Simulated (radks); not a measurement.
Problem. All-electron atom: the ytterbium ion Yb49+ in [Ar] 3d3 (the NIST ground configuration). Calculated with a radial shooting solver on a logarithmic mesh with Libxc functionals: Dirac Kohn-Sham, exchange-only PBE, spin-unpolarised, spherical densities, finite nucleus; open shells fill j = l - 1/2 first; Fermi nuclear charge, rms radius 5.3108 fm. Some entries of the table are withheld. Estimate them.

orbital,occ.,eigenvalue (Ry),<1/r> (bohr^-1),<r^2> (bohr^2)
1s1/2,2,-4723.304,80.62,(1)
2s1/2,2,-984.3717,19.60,0.008037
2p1/2,2,-951.1511,19.54,0.005770
2p3/2,4,-873.2545,16.79,0.006941
3s1/2,2,-368.4177,7.639,0.04780
3p1/2,2,-355.1992,7.563,0.04335
3p3/2,4,-336.1692,6.843,0.04854
3d3/2,3,-316.2100,6.719,(2)
3d5/2,0,-311.8055,6.544,(3)

Solution. 
(1) 1s1/2 <r^2> (bohr^2): 0.0005299
(2) 3d3/2 <r^2> (bohr^2): 0.03636
(3) 3d5/2 <r^2> (bohr^2): 0.03773
